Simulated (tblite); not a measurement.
A geometry optimisation, step by step.

Species: C5H5O2P.
Atom-mapped SMILES: `[CH:1]#[C:2][P@@:3]1(=[O:4])[CH:5]=[C:6]1[O:7][CH3:8]` (hydrogens: H9 on C1; H10 on C5; H11, H12, H13 on C8)

Computed with GFN2-xTB (tblite), gas phase: L-BFGS steps from a force-field or distance-geometry start until the largest atomic force falls under 0.01 eV/Å. 14 of its 75 geometries are shown.

Step 0: E = -645.9765 eV, largest atomic force 3.281 eV/Å
```
atom  x, y, z in Å  |  force x, y, z in eV/Å
C1      3.353   -0.894   -0.289   -0.309   0.174   0.064
C2      2.379   -0.194   -0.112    0.867  -0.398  -0.325
P3      0.962    0.807    0.153   -0.854   0.395   1.871
O4      0.725    1.441    1.480    0.711  -0.600  -0.731
C5      0.098    1.494   -1.241    0.247   1.307  -1.767
C6     -0.467    0.361   -0.862   -1.367  -2.870   0.810
O7     -1.452   -0.626   -1.011    0.788   1.539  -0.281
C8     -2.284   -0.798    0.138   -0.460   1.125  -0.052
H9      4.203   -1.531   -0.448   -0.620   0.470   0.139
H10     0.036    2.308   -1.974   -0.177  -0.665   0.346
H11    -3.063   -1.589   -0.011    1.116   0.507  -0.157
H12    -1.664   -0.959    1.029   -0.178  -0.222  -0.089
H13    -2.830    0.179    0.267    0.237  -0.762   0.173
```

Step 6: E = -646.4113 eV, largest atomic force 0.668 eV/Å
```
atom  x, y, z in Å  |  force x, y, z in eV/Å
C1      3.325   -0.880   -0.283   -0.535   0.387   0.100
C2      2.369   -0.158   -0.123    0.447  -0.349  -0.076
P3      0.911    0.784    0.207   -0.063  -0.013  -0.482
O4      0.802    1.420    1.517    0.087   0.090   0.427
C5      0.101    1.424   -1.289    0.381  -0.203   0.496
C6     -0.464    0.287   -0.830    0.173   0.340  -0.177
O7     -1.488   -0.524   -1.041   -0.131  -0.001  -0.118
C8     -2.260   -0.732    0.122   -0.339   0.008   0.161
H9      4.165   -1.498   -0.439   -0.073   0.092   0.005
H10    -0.001    2.233   -1.983   -0.142  -0.294  -0.221
H11    -2.943   -1.552   -0.059   -0.087  -0.200  -0.240
H12    -1.674   -0.975    1.011    0.302   0.108  -0.067
H13    -2.847    0.172    0.309   -0.019   0.035   0.192
```

Step 11: E = -646.4846 eV, largest atomic force 0.262 eV/Å
```
atom  x, y, z in Å  |  force x, y, z in eV/Å
C1      3.304   -0.869   -0.277   -0.040   0.040   0.013
C2      2.357   -0.145   -0.126    0.033  -0.066   0.031
P3      0.906    0.780    0.230    0.074   0.019   0.193
O4      0.843    1.405    1.554   -0.026  -0.008  -0.020
C5      0.150    1.411   -1.273   -0.117   0.060  -0.168
C6     -0.459    0.297   -0.829   -0.167  -0.018   0.201
O7     -1.520   -0.467   -1.047   -0.078   0.119  -0.036
C8     -2.282   -0.727    0.124    0.168   0.019  -0.116
H9      4.146   -1.474   -0.437    0.096  -0.044  -0.032
H10    -0.026    2.146   -2.029    0.132   0.006  -0.158
H11    -2.932   -1.572   -0.107    0.026   0.101   0.083
H12    -1.627   -0.955    0.975   -0.014  -0.081  -0.054
H13    -2.864    0.170    0.363   -0.088  -0.146   0.062
```

Step 17: E = -646.5260 eV, largest atomic force 0.260 eV/Å
```
atom  x, y, z in Å  |  force x, y, z in eV/Å
C1      3.307   -0.867   -0.273    0.012   0.003  -0.009
C2      2.344   -0.171   -0.097   -0.152   0.016   0.035
P3      0.906    0.804    0.246   -0.079  -0.112  -0.028
O4      0.854    1.404    1.584    0.016   0.049  -0.161
C5      0.159    1.420   -1.281    0.072   0.078  -0.092
C6     -0.501    0.359   -0.787    0.082  -0.053  -0.081
O7     -1.574   -0.371   -1.056    0.012   0.137   0.221
C8     -2.280   -0.731    0.116   -0.084  -0.076   0.093
H9      4.159   -1.462   -0.449   -0.061   0.051   0.014
H10     0.039    2.068   -2.126    0.160   0.064   0.043
H11    -2.925   -1.572   -0.114    0.019  -0.186  -0.104
H12    -1.583   -0.988    0.923   -0.049  -0.035  -0.010
H13    -2.910    0.104    0.435    0.053   0.065   0.080
```

Step 23: E = -646.5823 eV, largest atomic force 0.242 eV/Å
```
atom  x, y, z in Å  |  force x, y, z in eV/Å
C1      3.285   -0.846   -0.267    0.036  -0.082  -0.014
C2      2.276   -0.231   -0.057   -0.072  -0.063  -0.057
P3      0.883    0.802    0.240   -0.030   0.176  -0.124
O4      0.869    1.452    1.552   -0.034   0.126   0.036
C5      0.212    1.420   -1.325    0.130  -0.179   0.097
C6     -0.539    0.434   -0.783   -0.007   0.133  -0.093
O7     -1.672   -0.201   -0.999   -0.015  -0.077  -0.131
C8     -2.300   -0.753    0.143    0.020   0.005   0.030
H9      4.147   -1.418   -0.457    0.022  -0.001   0.018
H10     0.223    2.019   -2.216   -0.040  -0.020   0.169
H11    -2.874   -1.623   -0.173   -0.076   0.126  -0.058
H12    -1.565   -1.071    0.887    0.099   0.057   0.056
H13    -2.950    0.016    0.577   -0.033  -0.200   0.071
```

Step 28: E = -646.6002 eV, largest atomic force 0.102 eV/Å
```
atom  x, y, z in Å  |  force x, y, z in eV/Å
C1      3.271   -0.848   -0.265   -0.041  -0.024   0.009
C2      2.243   -0.261   -0.058   -0.001  -0.011   0.035
P3      0.877    0.815    0.237    0.033  -0.035   0.044
O4      0.869    1.493    1.538    0.016   0.053  -0.065
C5      0.245    1.399   -1.340   -0.043   0.032  -0.008
C6     -0.553    0.461   -0.786   -0.010  -0.065   0.053
O7     -1.700   -0.155   -0.989    0.000   0.023   0.031
C8     -2.295   -0.761    0.148    0.022   0.005  -0.012
H9      4.144   -1.404   -0.454   -0.022  -0.011   0.014
H10     0.272    2.007   -2.218   -0.031   0.041  -0.016
H11    -2.872   -1.617   -0.204    0.037   0.004   0.007
H12    -1.542   -1.081    0.876    0.055  -0.033  -0.079
H13    -2.965   -0.047    0.636   -0.015   0.020  -0.011
```

Step 34: E = -646.6072 eV, largest atomic force 0.073 eV/Å
```
atom  x, y, z in Å  |  force x, y, z in eV/Å
C1      3.247   -0.868   -0.257    0.031  -0.019   0.019
C2      2.219   -0.287   -0.035   -0.027   0.049   0.034
P3      0.877    0.823    0.238   -0.010   0.021  -0.040
O4      0.886    1.552    1.510    0.025  -0.019   0.005
C5      0.250    1.390   -1.345    0.028   0.063  -0.025
C6     -0.559    0.470   -0.780   -0.036   0.028   0.021
O7     -1.727   -0.105   -0.972    0.034   0.030  -0.052
C8     -2.288   -0.766    0.147    0.031  -0.058  -0.013
H9      4.130   -1.407   -0.445   -0.035  -0.052   0.008
H10     0.279    2.007   -2.218   -0.036   0.002  -0.018
H11    -2.851   -1.619   -0.227   -0.007  -0.059  -0.009
H12    -1.502   -1.101    0.832   -0.008  -0.024   0.025
H13    -2.965   -0.090    0.673    0.010   0.039   0.046
```

Step 40: E = -646.6148 eV, largest atomic force 0.121 eV/Å
```
atom  x, y, z in Å  |  force x, y, z in eV/Å
C1      3.226   -0.892   -0.231   -0.036  -0.007  -0.005
C2      2.216   -0.279   -0.011    0.007   0.007  -0.121
P3      0.885    0.851    0.222   -0.010   0.083   0.072
O4      0.909    1.588    1.488   -0.013   0.020   0.056
C5      0.236    1.420   -1.351   -0.052  -0.008   0.004
C6     -0.566    0.499   -0.773    0.043  -0.031  -0.096
O7     -1.718   -0.103   -0.979   -0.024  -0.039   0.112
C8     -2.267   -0.785    0.138   -0.019   0.042   0.037
H9      4.087   -1.466   -0.423   -0.011  -0.039   0.046
H10     0.229    2.040   -2.222    0.034   0.005  -0.021
H11    -2.838   -1.636   -0.236    0.031   0.069  -0.012
H12    -1.476   -1.131    0.810    0.008  -0.019  -0.023
H13    -2.929   -0.107    0.690    0.041  -0.083  -0.048
```

Step 46: E = -646.6346 eV, largest atomic force 0.158 eV/Å
```
atom  x, y, z in Å  |  force x, y, z in eV/Å
C1      3.124   -0.965   -0.164   -0.091   0.022  -0.049
C2      2.168   -0.246   -0.036    0.041   0.081   0.006
P3      0.896    0.964    0.196    0.098  -0.064  -0.103
O4      0.970    1.723    1.450   -0.058  -0.076  -0.126
C5      0.210    1.490   -1.383   -0.027  -0.044   0.093
C6     -0.565    0.566   -0.772   -0.009   0.059   0.122
O7     -1.727   -0.034   -0.932    0.005   0.014   0.004
C8     -2.198   -0.836    0.140    0.035   0.025  -0.082
H9      3.932   -1.625   -0.318   -0.090   0.047   0.059
H10     0.177    2.099   -2.264    0.045  -0.051   0.067
H11    -2.771   -1.646   -0.310   -0.022  -0.026   0.045
H12    -1.367   -1.246    0.723   -0.016   0.044  -0.005
H13    -2.851   -0.243    0.791    0.088  -0.032  -0.031
```

Step 51: E = -646.6436 eV, largest atomic force 0.154 eV/Å
```
atom  x, y, z in Å  |  force x, y, z in eV/Å
C1      3.064   -1.002   -0.143   -0.104   0.078  -0.012
C2      2.165   -0.209   -0.053    0.131  -0.081  -0.005
P3      0.916    1.014    0.168   -0.044   0.004   0.025
O4      0.987    1.772    1.419    0.016   0.003   0.035
C5      0.184    1.528   -1.383    0.003  -0.013  -0.011
C6     -0.566    0.595   -0.755   -0.029   0.016  -0.044
O7     -1.717   -0.020   -0.922   -0.021  -0.052   0.044
C8     -2.159   -0.862    0.129   -0.006   0.006   0.021
H9      3.838   -1.706   -0.252   -0.015  -0.001   0.012
H10     0.140    2.132   -2.264    0.025   0.008  -0.006
H11    -2.748   -1.657   -0.329    0.017  -0.001   0.026
H12    -1.318   -1.290    0.685   -0.001   0.034  -0.067
H13    -2.791   -0.294    0.820    0.029  -0.002  -0.017
```

Step 57: E = -646.6456 eV, largest atomic force 0.041 eV/Å
```
atom  x, y, z in Å  |  force x, y, z in eV/Å
C1      3.037   -1.014   -0.139    0.012  -0.007   0.012
C2      2.162   -0.196   -0.052   -0.041   0.002  -0.004
P3      0.911    1.027    0.168   -0.004  -0.002   0.007
O4      0.999    1.792    1.414   -0.025  -0.003  -0.002
C5      0.182    1.535   -1.388   -0.001   0.005   0.010
C6     -0.576    0.613   -0.754    0.009  -0.022  -0.005
O7     -1.726   -0.007   -0.914   -0.007   0.005  -0.016
C8     -2.147   -0.870    0.128    0.011   0.003  -0.005
H9      3.803   -1.730   -0.229   -0.007  -0.002  -0.013
H10     0.143    2.134   -2.272    0.008   0.009  -0.006
H11    -2.735   -1.663   -0.333   -0.004   0.007   0.008
H12    -1.289   -1.301    0.652    0.027   0.002   0.015
H13    -2.768   -0.321    0.841    0.022   0.004  -0.002
```

Step 63: E = -646.6475 eV, largest atomic force 0.049 eV/Å
```
atom  x, y, z in Å  |  force x, y, z in eV/Å
C1      3.014   -1.019   -0.124   -0.043  -0.005  -0.023
C2      2.142   -0.196   -0.051    0.025  -0.029   0.006
P3      0.898    1.033    0.167    0.009   0.007  -0.021
O4      0.981    1.799    1.413   -0.036  -0.013   0.021
C5      0.176    1.548   -1.390    0.011  -0.021  -0.017
C6     -0.579    0.614   -0.770    0.000   0.042   0.013
O7     -1.726   -0.013   -0.925    0.038  -0.007  -0.009
C8     -2.121   -0.876    0.127   -0.009   0.021   0.007
H9      3.762   -1.753   -0.225    0.002   0.023   0.011
H10     0.149    2.155   -2.270   -0.015  -0.012   0.005
H11    -2.726   -1.666   -0.317    0.036  -0.008   0.009
H12    -1.249   -1.302    0.634   -0.028  -0.006  -0.026
H13    -2.725   -0.323    0.852    0.013   0.008   0.023
```

Step 68: E = -646.6492 eV, largest atomic force 0.043 eV/Å
```
atom  x, y, z in Å  |  force x, y, z in eV/Å
C1      2.980   -1.032   -0.121    0.014  -0.032  -0.014
C2      2.126   -0.191   -0.050   -0.025   0.029   0.020
P3      0.888    1.043    0.165   -0.013  -0.004   0.010
O4      0.952    1.796    1.421   -0.007   0.003   0.003
C5      0.174    1.560   -1.396    0.005   0.009  -0.002
C6     -0.582    0.626   -0.778    0.012  -0.011  -0.014
O7     -1.718   -0.020   -0.938   -0.018   0.007   0.014
C8     -2.096   -0.876    0.127    0.018  -0.020   0.003
H9      3.722   -1.772   -0.213    0.018  -0.006  -0.002
H10     0.149    2.166   -2.275   -0.007   0.007  -0.018
H11    -2.708   -1.670   -0.299   -0.017   0.018  -0.015
H12    -1.215   -1.306    0.609    0.022  -0.013   0.024
H13    -2.678   -0.322    0.869   -0.001   0.012  -0.010
```

Step 74: E = -646.6496 eV, largest atomic force 0.008 eV/Å
```
atom  x, y, z in Å  |  force x, y, z in eV/Å
C1      2.977   -1.034   -0.125    0.005   0.000  -0.001
C2      2.123   -0.193   -0.044    0.001   0.006   0.003
P3      0.882    1.039    0.167    0.002   0.001   0.002
O4      0.938    1.789    1.425   -0.005   0.004  -0.002
C5      0.176    1.559   -1.398    0.002   0.000   0.002
C6     -0.581    0.624   -0.784    0.004  -0.004  -0.001
O7     -1.716   -0.023   -0.941    0.001  -0.002  -0.001
C8     -2.092   -0.875    0.129   -0.004   0.005  -0.002
H9      3.725   -1.768   -0.218   -0.001  -0.003  -0.004
H10     0.150    2.168   -2.276    0.001  -0.003   0.001
H11    -2.709   -1.666   -0.295   -0.002   0.001   0.001
H12    -1.210   -1.306    0.613   -0.006  -0.002  -0.005
H13    -2.670   -0.313    0.867    0.003  -0.003   0.006
```

Q: Summarise the path.

A: The energy falls by 64.95 kJ/mol from step 0 to step 74; nine tenths of that is first reached at step 24. It falls at every step. The largest force goes from 3.281 to 0.008 eV/Å. Among the bonds C6–O7 changes most, from 1.402 to 1.316 Å; the atoms move by 0.472 Å rms after alignment.

Q: Follow the three bonds and two angles with the largest change from start to end.

A: 
| step | E above end (kJ/mol) | largest force (eV/Å) | C6–O7 (Å) | C8–H13 (Å) | C8–H11 (Å) | O4–P3–C5 (°) | C5–C6–O7 (°) |
| --- | --- | --- | --- | --- | --- | --- | --- |
| 0 | 64.95 | 3.281 | 1.402 | 1.127 | 1.120 | 117.2 | 150.9 |
| 3 | 40.38 | 2.453 | 1.349 | 1.081 | 1.093 | 120.7 | 145.8 |
| 6 | 22.99 | 0.668 | 1.323 | 1.094 | 1.083 | 123.5 | 141.8 |
| 10 | 16.75 | 0.282 | 1.328 | 1.096 | 1.088 | 125.9 | 142.0 |
| 13 | 14.52 | 0.216 | 1.323 | 1.095 | 1.091 | 126.6 | 140.3 |
| 16 | 12.59 | 0.193 | 1.325 | 1.094 | 1.085 | 127.7 | 139.0 |
| 19 | 10.17 | 0.331 | 1.324 | 1.095 | 1.087 | 128.4 | 140.1 |
| 23 | 6.50 | 0.242 | 1.317 | 1.096 | 1.090 | 128.3 | 139.8 |
| 26 | 4.96 | 0.149 | 1.318 | 1.094 | 1.089 | 128.9 | 140.7 |
| 29 | 4.63 | 0.074 | 1.317 | 1.096 | 1.090 | 128.6 | 140.7 |
| 32 | 4.32 | 0.096 | 1.316 | 1.095 | 1.089 | 127.9 | 140.4 |
| 35 | 3.98 | 0.071 | 1.317 | 1.092 | 1.089 | 127.5 | 140.2 |
| 39 | 3.57 | 0.103 | 1.317 | 1.096 | 1.091 | 127.3 | 139.8 |
| 42 | 2.88 | 0.129 | 1.317 | 1.096 | 1.089 | 126.9 | 139.9 |
| 45 | 1.78 | 0.184 | 1.317 | 1.093 | 1.088 | 127.8 | 139.9 |
| 48 | 0.97 | 0.118 | 1.316 | 1.095 | 1.090 | 128.1 | 139.1 |
| 51 | 0.58 | 0.154 | 1.316 | 1.095 | 1.090 | 127.6 | 138.5 |
| 55 | 0.43 | 0.037 | 1.317 | 1.094 | 1.090 | 127.9 | 138.7 |
| 58 | 0.38 | 0.031 | 1.317 | 1.093 | 1.090 | 127.9 | 139.0 |
| 61 | 0.31 | 0.079 | 1.317 | 1.093 | 1.090 | 127.7 | 139.3 |
| 64 | 0.17 | 0.053 | 1.317 | 1.094 | 1.090 | 127.8 | 139.7 |
| 68 | 0.05 | 0.043 | 1.316 | 1.093 | 1.089 | 128.0 | 140.0 |
| 71 | 0.01 | 0.041 | 1.316 | 1.094 | 1.089 | 127.9 | 140.3 |
| 74 | 0.00 | 0.008 | 1.316 | 1.094 | 1.089 | 128.0 | 140.4 |

What follows is the cost of the whole relaxation. Time: 0.47 s wall. Hardware: Arm Neoverse V1, one thread, no GPU (shared host).
